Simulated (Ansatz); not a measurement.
Calculated with Ansatz (gas phase, PBE0-D4/def2-TZVP geometries, no zero-point term in ΔE). CCSD(T)/CBS adds triple-zeta CCSD(T) − MP2 to the extrapolated MP2 energy (def2 sets, frozen cores). This one scheme is used for every species. For Ge outer-core shells are correlated without core-valence functions, which leaves a few kJ/mol of doubt a bond. Scalar relativity is left out up to krypton. Each species was taken in one conformer, which may not be the lowest.

Consider the ligand exchange at a Ge–C bond: `[CH3][GeH]([NH2])[CH]=O` + H–F → `[CH3][GeH]([NH2])[F]` + `C=O`.

| level | ΔE (kcal/mol) |
| --- | --- |
| MP2/def2-QZVPP | -24.6 |
| MP2/CBS(def2) | -24.3 |

**Question.** What does CCSD(T)/CBS give? (Best estimate.)

**Answer.** The calculation gave: -24.3 kcal/mol. The listed levels differ from it by -0.3, 0.0 kcal/mol.

Largest T1 diagnostic among the species: 0.015.

The D4 term adds +1.7 kcal/mol with B3LYP and +1.0 kcal/mol with PBE0; it sums over pairs of atoms, weighted by their polarisabilities, and B3LYP, whose exchange is more repulsive, gets the larger term. From PBE to PBE0 (25 % exact exchange), in def2-TZVPP and without D4, ΔE moves by −0.9 kcal/mol.

B3LYP here is the variant with VWN-RPA as its local correlation; programs differ in this.
